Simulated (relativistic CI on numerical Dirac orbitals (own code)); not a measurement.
Sensitivity of the levels of As¹⁹⁺ to α and to the nuclear radius

Calculated at this level of theory: Dirac-Coulomb-Breit CI, orbitals from a KLI potential per configuration, derivatives by finite differences, unscaled Slater integrals, QED left out (own radial code, finite nucleus).

CI space (outside the closed core [Ne]): 3s²3p², 3s3p³, 3s²3p3d, 3p⁴, 3s3p²3d, 3p³3d, 3s²3d², 3s3d³, 3p²3d², 3p3d³. Double excitations out of closed p, d and f shells are left out; levels of such configurations are missing from the list, as are those of other unlisted configurations, and high levels can miss mixing partners.

With x = (α/α₀)² − 1 an excitation energy changes as ω = ω₀ + qx; K = 2q/ω₀ is the relative enhancement. Terms are leading LS components, so labels can repeat. The field-shift factor is F = δν/δ⟨r²⟩ for the transition from the lowest level.

Lowest level 3s²3p² ³P0.

| Level | ω₀ (cm⁻¹) | q (cm⁻¹) | K | F (GHz/fm²) |
| --- | --- | --- | --- | --- |
| 3s²3p² ³P1 | 40269 | 53300 | 2.65 | -0.322 |
| 3s²3p² ³P2 | 62239 | 61910 | 1.99 | -0.387 |
| 3s²3p² ¹D2 | 125675 | 108000 | 1.72 | -0.789 |
| 3s²3p² ¹S0 | 189317 | 108000 | 1.14 | -1.56 |
| 3s3p³ ⁵S°2 | 383760 | 109700 | 0.572 | -56.2 |
| 3s3p³ ³D°1 | 485993 | 97630 | 0.402 | -50 |
| 3s3p³ ³D°2 | 488496 | 106100 | 0.435 | -50.3 |
| 3s3p³ ³D°3 | 503664 | 128400 | 0.51 | -50.7 |
| 3s3p³ ³P°0 | 566310 | 129600 | 0.458 | -50.5 |
| 3s3p³ ³P°2 | 568265 | 127200 | 0.448 | -44.2 |
| 3s3p³ ³P°1 | 570233 | 136500 | 0.479 | -50.4 |
| 3s3p³ ¹D°2 | 616865 | 149900 | 0.486 | -36.3 |
| 3s3p³ ³S°1 | 676599 | 115000 | 0.34 | -58.6 |
| 3s²3p3d ³F°2 | 679879 | 74040 | 0.218 | -2.69 |
| 3s²3p3d ³F°3 | 701435 | 88640 | 0.253 | 0.144 |
| 3s²3p3d ³F°4 | 739166 | 131500 | 0.356 | 0.173 |
| 3s3p³ ¹P°1 | 746386 | 163100 | 0.437 | -50.3 |
| 3s²3p3d ³P°2 | 775077 | 75240 | 0.194 | -11.6 |
| 3s²3p3d ³D°1 | 785991 | 74890 | 0.191 | -7.9 |
| 3s²3p3d ³D°2 | 818117 | 123600 | 0.302 | -16.2 |
| 3s²3p3d ³P°0 | 824158 | 123500 | 0.3 | -6.49 |
| 3s²3p3d ³D°3 | 827566 | 117900 | 0.285 | -6.02 |
| 3s²3p3d ³P°1 | 831064 | 130200 | 0.313 | -8.35 |

At this charge energies of transitions that change n are usually good to better than 1 %, and those within a shell (Δn = 0) to a few per cent.
